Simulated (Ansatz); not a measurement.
Ansatz (a quantum-chemistry and plane-wave program) input (B3LYP/6-31+G*): The .json file is the Basis Set Exchange's 6-31+G*.

Ansatz 0.2 input:
```yaml
crystal:
  periodic: [false, false, false]
  atoms:
    - {symbol: C, position_ang: [-0.59117901, 0.04682750, 0.01488081]}
    - {symbol: F, position_ang: [0.63603258, -0.05038036, -0.01600984]}
    - {symbol: H, position_ang: [-1.16567067, -0.88634511, 0.02648339]}
    - {symbol: H, position_ang: [-1.01154853, 1.05880341, 0.02832029]}
basis:
  gaussian:
    orbitals: 6-31+G_.json
hamiltonian:
  xc: {name: B3LYP}
total_charge: 1
output: {forces: true}
```

Q: Predict the final energy.

A: -138.74273 Eh.
